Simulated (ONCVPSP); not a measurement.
## u(r) = r·R(r): atom against pseudo-atom (Be (Z = 4))

Columns: radius, all-electron u(r) and pseudo u(r) of the 1s shell (level -132.28 eV) of beryllium in the configuration 1s2; PBE, scalar-relativistic, ONCV scheme, ONCVPSP 4.0.1.

```
r (bohr)  all-electron  pseudo
   0.025        0.3330  0.2583
   0.050        0.6046  0.5057
   0.075        0.8201  0.7313
   0.100        0.9911  0.9285
   0.125        1.1230  1.0916
   0.150        1.2222  1.2188
   0.175        1.2947  1.3119
   0.200        1.3437  1.3725
   0.225        1.3739  1.4065
   0.250        1.3885  1.4193
   0.275        1.3897  1.4149
   0.300        1.3804  1.3989
   0.325        1.3624  1.3746
   0.350        1.3374  1.3446
   0.375        1.3067  1.3103
   0.400        1.2717  1.2732
   0.425        1.2334  1.2339
   0.450        1.1926  1.1927
   0.475        1.1500  1.1500
   0.500        1.1063  1.1063
   0.525        1.0620  1.0620
   0.550        1.0175  1.0175
   0.575        0.9732  0.9732
   0.600        0.9294  0.9294
   0.625        0.8863  0.8863
   0.650        0.8441  0.8441
```

Q: How many radial nodes do the two functions have?

A: The all-electron 1s function has n − l − 1 = 0; the pseudo-wave has 0.

Q: At about which radius was the pseudo-wave matched?

A: 0.50 bohr. The columns agree to 0.0005 from 0.42 bohr on; several derivatives are matched, so the curves merge somewhat inside the radius.

Q: Is the pseudo-wave norm-conserving?

A: Yes: the ONCV scheme keeps the norm inside the radius equal to the all-electron one, which fixes the energy derivative of the logarithmic derivative at the level.
